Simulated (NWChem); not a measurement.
## Correlation energy of CHCl

```xyz
3

C      1.0579    -0.5466     0.0000
Cl    -0.4752     0.1724     0.0000
H      1.7315     0.3489     0.0000
```
Charge 0, spin multiplicity 1.

Everything below was run with NWChem. Structure: optimised with PBE0/def2-SVP, a minimum by its harmonic frequencies.

Basis set: def2-SVP. Each correlation energy counts from its own Hartree-Fock reference.

The correlated methods keep 6 core orbitals frozen. The structure started from a generated list of species. No row is a measurement; the coupled-cluster row has its own basis-set and correlation limits.

```json
[
 {"method": "CCSD+T(CCSD)", "correlation energy (mHa)": "-285.5"},
 {"method": "CR-CCSD(T)", "correlation energy (mHa)": "?"},
 {"method": "SCS-MP2", "correlation energy (mHa)": "-243.6"},
 {"method": "MP2", "correlation energy (mHa)": "?"},
 {"method": "CCSD", "correlation energy (mHa)": "-275.9"},
 {"method": "CCSDT", "correlation energy (mHa)": "-285.8"},
 {"method": "CCSD(T)", "correlation energy (mHa)": "-284.7"},
 {"method": "CR-CCSD[T]", "correlation energy (mHa)": "-283.8"}
]
```

Task: Some entries are withheld; supply them.

Result: 
- CR-CCSD(T), correlation energy (mHa): -283.1
- MP2, correlation energy (mHa): -245.2
